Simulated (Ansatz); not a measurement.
```yaml
crystal:
  periodic: [false, false, false]
  atoms:
    - {symbol: F, position_ang: [-2.098743, -1.279574, 0.590377]}
    - {symbol: Ge, position_ang: [-0.903599, -0.000264, 0.496663]}
    - {symbol: Si, position_ang: [1.074659, -1.080471, 1.306776]}
    - {symbol: B, position_ang: [-1.218420, 1.466843, -0.779727]}
    - {symbol: C, position_ang: [0.005552, 1.025530, -1.432548]}
    - {symbol: H, position_ang: [0.852686, -1.416367, 2.735259]}
    - {symbol: H, position_ang: [2.217458, -0.140971, 1.179695]}
    - {symbol: H, position_ang: [1.327194, -2.317400, 0.527165]}
    - {symbol: H, position_ang: [-2.237601, 1.948550, -1.147407]}
    - {symbol: H, position_ang: [0.933485, 0.731780, -0.938336]}
    - {symbol: H, position_ang: [0.112528, 1.005444, -2.517417]}
basis:
  gaussian: {orbitals: def2-TZVPP}
total_charge: 1
magnetization: {spin_polarized: true, initial_magnetization: 1}
hamiltonian: {xc: {name: PBE0}, dispersion: d4}
scf: {lower_state_search: off}
output: {forces: true}
```

```sh
$ ansatz run in.yaml --threads 4 --pin off --events-out ev --progress --plain --max-ram 10444MiB
```

Output, abridged:

```
Functional definition: PBE0
1551 factors; their error is unknown
mean field evaluation 1: about -68884.6589 eV, gradient 6.3e1 eV
mean field evaluation 2: about -68835.3828 eV, gradient 1.2e2 eV
mean field evaluation 4: about -68900.0962 eV, gradient 1.2e1 eV
mean field evaluation 8: about -68900.8148 eV, gradient 5.1e-1 eV
mean field evaluation 16: about -68901.1188 eV, gradient 5.6e-3 eV
mean field -68901.11880819 eV, -2532.0694133453 hartree, gradient 7.2e-6 eV, S^2 0.766412; 0 other end points of the search recorded, 0 dependent functions left out
reference -68901.11884648 eV, -2532.0694147525 hartree; 36, 35 occupied and 231, 232 virtual orbitals, 1551 factors
Total energy: -68901.31303176 eV, -2532.0765509297 hartree
Atom 0 at    -2.098743    -1.279574     0.590377 Å, force     0.620579     1.004141    -0.154790 eV/Å
Atom 1 at    -0.903599    -0.000264     0.496663 Å, force    -0.913083    -2.675514     1.157919 eV/Å
Atom 2 at     1.074659    -1.080471     1.306776 Å, force     0.867373    -0.245270     0.937108 eV/Å
Atom 3 at    -1.218420     1.466843    -0.779727 Å, force    -0.894128     0.633992    -0.944264 eV/Å
Atom 4 at     0.005552     1.025530    -1.432548 Å, force     1.093119     0.816975    -0.667411 eV/Å
Atom 5 at     0.852686    -1.416367     2.735259 Å, force    -0.185356     0.111412    -0.114129 eV/Å
Atom 6 at     2.217458    -0.140971     1.179695 Å, force    -0.195775     0.119004    -0.134037 eV/Å
Atom 7 at     1.327194    -2.317400     0.527165 Å, force    -0.347346     0.131773    -0.263854 eV/Å
Atom 8 at    -2.237601     1.948550    -1.147407 Å, force     0.126954     0.359270     0.377687 eV/Å
Atom 9 at     0.933485     0.731780    -0.938336 Å, force     0.130472     0.282850    -0.085315 eV/Å
Atom 10 at     0.112528     1.005444    -2.517417 Å, force    -0.302809    -0.538633    -0.108914 eV/Å
Dipole moment:     0.585955     0.610451    -0.367240 e Å
Checks for a lower state left out: stability, starts, cluster_reference, orbital_swaps, neighbouring_geometries, increment
```

Run time 6 s (4 threads of an Intel Xeon Platinum 8488C on a shared host); peak host memory 0.96 GiB.
